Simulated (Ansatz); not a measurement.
Harmonic frequencies (cm⁻¹) at PBE0-D4/def2-TZVP from Ansatz: 42, 88, 110, 164, 167, 223, 261, 304, 338, 346, 368, 483, 520, 572, 582, 676, 692, 789, 948, 1065, 1128, 1149, 1164, 1186, 1202, 1241, 1268, 1305, 1324, 1380, 1427, 1432, 1486, 3090, 3116, 3153.

Each molecule was computed in one conformer, which needn't be the lowest.

Problem. Which molecule is it?
A. `FC(F)C(F)C(F)(F)C(F)F`
B. `FC(F)CC(F)(F)C(F)(F)F`
C. `FC(F)C(F)(F)CC(F)(F)F`
D. `FCC(F)(C(F)F)C(F)(F)F`

Solution. D.
